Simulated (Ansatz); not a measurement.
The cluster Zr₃O₄⁺. Charge 1, multiplicity 2. Geometry PBE0-D4/def2-SVP; atoms count from 1.

```xyz
7

Zr    0.016   -1.073    1.151
Zr    2.171    0.000   -0.276
Zr   -0.601    0.640   -0.745
O     0.606   -1.036   -0.996
O    -1.436    0.506    1.219
O     1.165    1.542   -0.729
O    -1.919   -0.579    0.376
```

In the def2 sets Zr takes a core potential; there is no spin–orbit coupling. The structure holds 1 bond(s) between oxygen atoms. No other spin state of charge 1 was run. Another isomer (doublet) lies 6.27 eV lower at PBE0-D4/def2-TZVP; other spin states weren't run for this one.

**Question.** Estimate the Mulliken populations from the PBE0/def2-TZVP orbitals of Ansatz.

**Answer.** 
```json
{"atom": "Zr1", "charge (e)": "0.87", "spin (α − β)": "0.56", "d electrons": "2.34"}
{"atom": "Zr2", "charge (e)": "0.91", "spin (α − β)": "0.51", "d electrons": "2.21"}
{"atom": "Zr3", "charge (e)": "1.29", "spin (α − β)": "-0.05", "d electrons": "2.18"}
{"atom": "O4", "charge (e)": "-0.71", "spin (α − β)": "-0.01", "d electrons": "–"}
{"atom": "O5", "charge (e)": "-0.35", "spin (α − β)": "-0.01", "d electrons": "–"}
{"atom": "O6", "charge (e)": "-0.65", "spin (α − β)": "-0.01", "d electrons": "–"}
{"atom": "O7", "charge (e)": "-0.36", "spin (α − β)": "0.01", "d electrons": "–"}
```
Mulliken values and Mayer orders depend strongly on the basis.

**Question.** Where does the spin sit?

**Answer.** Summed by element: Zr 1.01, O -0.01, of 1 unpaired in all. Largest on single atoms: Zr1 0.56, Zr2 0.51, Zr3 -0.05.

**Question.** And the Mayer bond orders between bonded heavy atoms (over 0.3)?

**Answer.** Zr1–Zr2 1.51 (2.80 Å); Zr1–Zr3 0.95 (2.63 Å); Zr1–O4 0.48 (2.23 Å); Zr1–O5 0.54 (2.15 Å); Zr1–O7 0.51 (2.14 Å); Zr2–Zr3 0.32 (2.88 Å); Zr2–O4 0.80 (2.01 Å); Zr2–O6 1.17 (1.90 Å); Zr3–O4 0.69 (2.08 Å); Zr3–O5 0.53 (2.14 Å); Zr3–O6 0.90 (1.98 Å); Zr3–O7 0.51 (2.12 Å); O5–O7 0.83 (1.46 Å).
